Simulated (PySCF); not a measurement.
A geometry optimisation on (SiH3)2PPF2 (`FP(F)P([SiH3])[SiH3]`).

Computed with PBE0-D3(BJ)/def2-SVP geometry optimisation, gas phase (PySCF 2.14.0). Start geometry: GFN2-xTB. The command runs a driver script over a list of jobs; the input below is this job's line of settings and its coordinates in Å.

Command:
```bash
OMP_NUM_THREADS=1 python probes_run.py task.json out
```

Input:
```
{"job": {"xc": "PBE0", "basis": "def2-SVP", "d3": "d3bj", "grid": 1, "shake": 0.01, "kind": "geom"}, "charge": 0, "multiplicity": 1}
F     -0.885750     2.769320    -0.390800
P      0.103550     1.625890    -0.876340
F      1.417640     2.514230    -0.624510
P      0.171700     0.442250     0.932210
Si     1.666720    -0.952710     0.037100
Si    -1.808390    -0.535060     0.368780
H      1.361490    -1.297890    -1.340510
H      1.661510    -2.129100     0.890560
H      2.952290    -0.246290     0.132470
H     -1.901860    -1.723000     1.235230
H     -1.843100    -0.925170    -1.035550
H     -2.856090     0.429260     0.662350
```

Output:
```
step   0  E = -1463.79142694  max force = 0.021037
step   1  E = -1463.79899051  max force = 0.010233
step   2  E = -1463.79937648  max force = 0.004595
step   3  E = -1463.79952354  max force = 0.001052
step   4  E = -1463.79959596  max force = 0.002353
step   5  E = -1463.79967788  max force = 0.007001
step   6  E = -1463.79986650  max force = 0.003080
step   7  E = -1463.80000057  max force = 0.001832
step   8  E = -1463.80024633  max force = 0.001597
step   9  E = -1463.80028852  max force = 0.001017
step  10  E = -1463.80032977  max force = 0.000678
step  11  E = -1463.80039299  max force = 0.001724
step  12  E = -1463.80049848  max force = 0.003154
step  13  E = -1463.80060575  max force = 0.002198
step  14  E = -1463.80077439  max force = 0.001933
step  15  E = -1463.80079518  max force = 0.001171
step  16  E = -1463.80081678  max force = 0.000336
step  17  E = -1463.80082271  max force = 0.000498
step  18  E = -1463.80082916  max force = 0.000397
optimisation converged
```

Energies in Eh; «max force» is the largest Cartesian gradient component in Eh/bohr.

Problem. How much energy does the optimisation release, in kJ/mol?

Solution. E(step 0) − E(last step) = 0.009402 Eh, which is 24.7 kJ/mol.

Problem. Give the first gradient maximum in eV/Å.

Solution. With 1 Eh/bohr = 51.422 eV/Å, 1.082 eV/Å.

Main results: final energy -1463.80083 Eh after 18 steps; dipole 2.04 D.

Problem. Give the final coordinates.

Solution. 0.429 Å rms from the input after alignment:
```
atom  x, y, z in Å
F1    -0.3653    3.3100   -0.1905
P2    -0.1608    1.8858   -0.9146
F3     1.4249    2.0235   -1.2249
P4     0.0148    0.6194    0.9235
Si5    1.5848   -0.7893    0.0885
Si6   -1.7554   -0.7163    0.4398
H7     1.4369   -0.9870   -1.3853
H8     1.3698   -2.0968    0.7783
H9     2.9402   -0.2615    0.4032
H10   -1.8271   -1.7508    1.5113
H11   -1.6317   -1.3867   -0.8918
H12   -2.9911    0.1210    0.4542
```

Hardware: one thread of an Arm Neoverse V1, shared host. Cost: 2.4 min of wall time, 0.56 GiB resident at most.
Labels such as C1 count atoms from 1, the log's own numbers from 0.
